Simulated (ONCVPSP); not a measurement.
PBE ONCV dataset for sulfur, scalar-relativistic all-electron reference.

ONCVPSP 4.0.1 was run on this input:

```
# ATOM AND REFERENCE CONFIGURATION
# atsym  z   nc   nv     iexc    psfile
  S 16.00    3    2        4      upf
#
#   n    l    f
    1    0    2.00
    2    0    2.00
    2    1    6.00
    3    0    2.00
    3    1    4.00
#
# PSEUDOPOTENTIAL AND OPTIMIZATION
# lmax
    1
#
#   l,   rc,      ep,       ncon, nbas, qcut
    0    1.25    0.00    4    7    5.30
    1    1.55    0.00    4    8    4.20
#
# LOCAL POTENTIAL
# lloc, lpopt,  rc(5),   dvloc0
    4    4    1.05    1.00
#
# VANDERBILT-KLEINMAN-BYLANDER PROJECTORs
# l, nproj, debl
    0    1    3.40
    1    3    3.10
#
# MODEL CORE CHARGE
# icmod, fcfact, rcfact
    3    4.00    1.55
#
# LOG DERIVATIVE ANALYSIS
# epsh1, epsh2, depsh
   -2.00    5.00    0.02
#
# OUTPUT GRID
# rlmax, drl
    6.00    0.01
#
# TEST CONFIGURATIONS
# ncnf
    4
# nvcnf
#   n    l    f
    2
    3    0    2.00
    3    1    3.00
#
    2
    3    0    2.00
    3    1    2.00
#
    2
    3    0    2.00
    3    1    1.00
#
    2
    3    0    1.00
    3    1    5.00
#
```

Command:

```bash
oncvpsp.x < S.dat > S.out
```

Resulting log (shortened: citation, most of the input echo, consistency checks and plot data are left out):

```
ONCVPSP  (Optimized Norm-Conservinng Vanderbilt PSeudopotential)
scalar-relativistic version 4.0.1

#   n    l    f        energy (Ha)
    1    0    2.00    -8.8416530E+01
    2    0    2.00    -7.7801439E+00
    2    1    6.00    -5.7514782E+00
    3    0    2.00    -6.3416348E-01
    3    1    4.00    -2.5756665E-01

Reference configufation results
  iterations    24
  all-electron total energy (Ha)   -3.99045897D+02

Begin loop to  construct optimized pseudo wave functions
and semi-local pseudopoentials for all angular momenta

Calculating optimized projector #   1

 for l=   0

    Fraction of norm inside rc  0.255363
    Optimizing pswf for qcut=   5.31 a_B^-1,  ecut=  14.09 Ha
    Residual kinetic energy error=  4.30D-04 Ha

    Energy error per electron        Cutoff
         Ha          eV             Ha
         0.01000     0.27211        8.93
         0.00100     0.02721       12.64
         0.00010     0.00272       42.79
         0.00001     0.00027       80.32

   Wellstate for l =  1  n =  5
     eigenvalue =   2.8424
     asymptotic potential =   3.3424
     half-point radius =  3.2534

   Wellstate for l =  1  n =  6
     eigenvalue =   5.9424
     asymptotic potential =   6.4424
     half-point radius =  3.0237

Calculating optimized projector #   1

 for l=   1

    Fraction of norm inside rc  0.313750
    Optimizing pswf for qcut=   4.20 a_B^-1,  ecut=   8.82 Ha
    Residual kinetic energy error=  4.43D-04 Ha

    Energy error per electron        Cutoff
         Ha          eV             Ha
         0.01000     0.27211        4.01
         0.00100     0.02721        5.90
         0.00010     0.00272       36.13
         0.00001     0.00027       78.92

Calculating optimized projector #   2

 for l=   1

    Fraction of norm inside rc  0.108216
    Optimizing pswf for qcut=   4.20 a_B^-1,  ecut=   8.82 Ha
    Residual kinetic energy error=  1.60D-03 Ha

    Energy error per electron        Cutoff
         Ha          eV             Ha
         0.01000     0.27211        6.79
         0.00100     0.02721       11.03
         0.00010     0.00272       41.49
         0.00001     0.00027      106.27

Calculating optimized projector #   3

 for l=   1

    Fraction of norm inside rc  0.092088
    Optimizing pswf for qcut=   4.20 a_B^-1,  ecut=   8.82 Ha
    Residual kinetic energy error=  7.09D-02 Ha

    Energy error per electron        Cutoff
         Ha          eV             Ha
         0.01000     0.27211       13.08
         0.00100     0.02721       67.87
         0.00010     0.00272      137.08
         0.00001     0.00027      152.71

Construct Vanderbilt / Kleinmman-Bylander projectors

B matrix Hermiticity error, ll=   1
   1   2   -1.5858E-04
   1   3    2.1996E-04
   2   3    1.4849E-04

  Orthonormal projector coefficients  1.9341E+01  2.9716E+00  6.4665E-01

Model core correction analysis
  based on d2Exc/dn_idn_j

d2excae - all-electron derivatives

   -3.565429D-02   -2.889825D-02
   -2.889905D-02   -2.683391D-02

d2excps - pseudofunction derivatives with no core correction

   -3.767846D-02   -3.028100D-02
   -3.028250D-02   -2.767709D-02

rms 2nd derivative error    1.469198E-03

rmatch, rhocmatch    0.9246    1.9244

Teter function model core charge with specified parameters

d2excps - pseudofunction derivatives with core correction

   -3.318233D-02   -2.750841D-02
   -2.750920D-02   -2.601583D-02

rms 2nd derivative error    1.631191E-03

Pseudoatom total energy  -10.158516

Diagnostic tests using Vanderbilt-Kleinman-Bylander pseudopotentials
  1 or more projectors used as specified by nproj input data

   l    rcore       rmatch      e in        delta e   norm test  slope test

   0   1.2545034   1.2925929  -0.6341635  -0.0000030   1.0000025   0.9999760

   1   1.5559626   1.6032050  -0.2575667  -0.0000002   1.0000352   0.9980263
   1   1.5559626   1.6032050   2.8424334   0.0000061   1.0002229   1.0002229
   1   1.5559626   1.6032050   5.9424334   0.0001867   1.0002776   1.0002776

 Testing for bound ghosts
   n   l    E NL Schr. Eq   E Basis Diag.   E Cutoff

   1   0       -0.634167       -0.613188     79.00

   2   1       -0.257567       -0.241329    162.50

 Testing for highly-localized positive-energy ghosts
       l    <radius>/rc     E Basis Diag.   E Cutoff

Test configuration 0

   n   l     f        eae           eps        diff
   1   0  2.0000  -88.41652986
   2   0  2.0000   -7.78014389
   2   1  6.0000   -5.75147815
   3   0  2.0000   -0.63416348   -0.63416651   -3.03D-06
   3   1  4.0000   -0.25756665   -0.25756690   -2.45D-07

    Total energies and differences
      AE_ref= -3.99045897D+02  AE_tst= -3.99045897D+02  dif=  0.00D+00
      PS_ref= -1.01585159D+01  PS_tst= -1.01585159D+01  dif=  0.00D+00
      PSP excitation error=  0.00D+00

Test configuration 1

   n   l     f        eae           eps        diff
   1   0  2.0000  -88.85691563
   2   0  2.0000   -8.21160838
   2   1  6.0000   -6.18387562
   3   0  2.0000   -1.01539259   -1.01517798    2.15D-04
   3   1  3.0000   -0.61723853   -0.61697383    2.65D-04

    Total energies and differences
      AE_ref= -3.99045897D+02  AE_tst= -3.98613400D+02  dif=  4.32D-01
      PS_ref= -1.01585159D+01  PS_tst= -9.72609312D+00  dif=  4.32D-01
      PSP excitation error=  7.42D-05

Test configuration 2

   n   l     f        eae           eps        diff
   1   0  2.0000  -89.38912480
   2   0  2.0000   -8.72563029
   2   1  6.0000   -6.69971000
   3   0  2.0000   -1.44776377   -1.44716452    5.99D-04
   3   1  2.0000   -1.02822291   -1.02734331    8.80D-04

    Total energies and differences
      AE_ref= -3.99045897D+02  AE_tst= -3.97794495D+02  dif=  1.25D+00
      PS_ref= -1.01585159D+01  PS_tst= -8.90767880D+00  dif=  1.25D+00
      PSP excitation error=  5.64D-04

Test configuration 3

   n   l     f        eae           eps        diff
   1   0  2.0000  -90.00433218
   2   0  2.0000   -9.31180095
   2   1  6.0000   -7.28871568
   3   0  2.0000   -1.91986780   -1.91900821    8.60D-04
   3   1  1.0000   -1.48007002   -1.47835219    1.72D-03

    Total energies and differences
      AE_ref= -3.99045897D+02  AE_tst= -3.96543479D+02  dif=  2.50D+00
      PS_ref= -1.01585159D+01  PS_tst= -7.65788399D+00  dif=  2.50D+00
      PSP excitation error=  1.79D-03

Test configuration 4

   n   l     f        eae           eps        diff
   1   0  2.0000  -88.47065181
   2   0  2.0000   -7.83313254
   2   1  6.0000   -5.80395573
   3   0  1.0000   -0.65900997   -0.65911587   -1.06D-04
   3   1  5.0000   -0.27783898   -0.27785755   -1.86D-05

    Total energies and differences
      AE_ref= -3.99045897D+02  AE_tst= -3.98666981D+02  dif=  3.79D-01
      PS_ref= -1.01585159D+01  PS_tst= -9.77954744D+00  dif=  3.79D-01
      PSP excitation error= -5.25D-05
```

The run took about 4 s on one core of a shared server CPU.
